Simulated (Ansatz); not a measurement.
MS(OH)3 with several metals: PBE-D4/def2-TZVP single points in Ansatz on relaxed structures, gas phase. Core potentials for Nb, Ta, no spin–orbit coupling. Binding counts from free atoms in the multiplicity of their measured ground term, without zero-point energy. Names give formal oxidation states. A dash marks a value that wasn't run or was left out as unsound. The structures are stationary points that may keep the symmetry of their start. Remarks come from the PBE and PBE0 runs and from stability tests at other levels; not every state was tested. HOMO above LUMO (over both spins in singlets and doublets, within one spin in higher multiplets; at PBE or PBE0), or a gap under 0.15 eV within one spin, warns that the state may not be the lowest or that an electron is smeared out.

```
           species  atoms    state          geometry  HOMO (eV)  LUMO (eV)  gap (eV)  vertical IE (eV)  vertical triplet (eV)  binding per atom (eV)  point group (within 0.1 Å)
TaS(OH)3 (TaSO3H3)      8  singlet   PBE-D4/def2-SVP      -6.36      -1.97      4.40              9.52                   4.18                   4.66                         C3v
NbS(OH)3 (NbSO3H3)      8  singlet  PBE0-D4/def2-SVP      -6.50      -2.34      4.16              9.63                   3.93                   4.51                         C3v
```

Q: Estimate the rows for VS(OH)3 (VSO3H3) (singlet, r2SCAN-D4/def2-SVP geometry).

A: 
```json
{"species": "VS(OH)3 (VSO3H3)", "atoms": "8", "state": "singlet", "geometry": "r2SCAN-D4/def2-SVP", "HOMO (eV)": "-6.93", "LUMO (eV)": "-3.66", "gap (eV)": "3.26", "vertical IE (eV)": "10.10", "vertical triplet (eV)": "2.92", "binding per atom (eV)": "–", "point group (within 0.1 Å)": "C3v", "remarks": "restricted SCF unstable in HF, gap within one spin near zero at PBE or PBE0 (+1 doublet)"}
```

The gap (eV) runs from 3.26 (VS(OH)3) to 4.40 (TaS(OH)3). The vertical IE (eV) runs from 9.52 (TaS(OH)3) to 10.10 (VS(OH)3). The vertical triplet (eV) runs from 2.92 (VS(OH)3) to 4.18 (TaS(OH)3).
